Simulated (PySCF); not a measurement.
## Correlation energy of S⁻ (sulfur, charge -1)

[Ne] 3s2 3p5, 2P determinant. Calculation: PySCF 2.14, in aug-cc-pVDZ-DK (5s4p2d, 27 functions); scalar relativity by spin-free X2C-1e. Frozen: [Ne]; 7 electrons correlated.

MP2 pair energies summed by pair of shells (mhartree):

```json
{"pair": "3p-3p", "energy": "-78.49", "share (%)": "64.3"}
{"pair": "3s-3p", "energy": "-35.90", "share (%)": "29.4"}
{"pair": "3s-3s", "energy": "-7.77", "share (%)": "6.4"}
```

Total MP2 correlation energy: -122.16 mhartree.

Same-spin part -30.85 and opposite-spin part -91.31 mhartree; SCS-MP2 scales them by 1/3 and 6/5 to -119.85 mhartree.
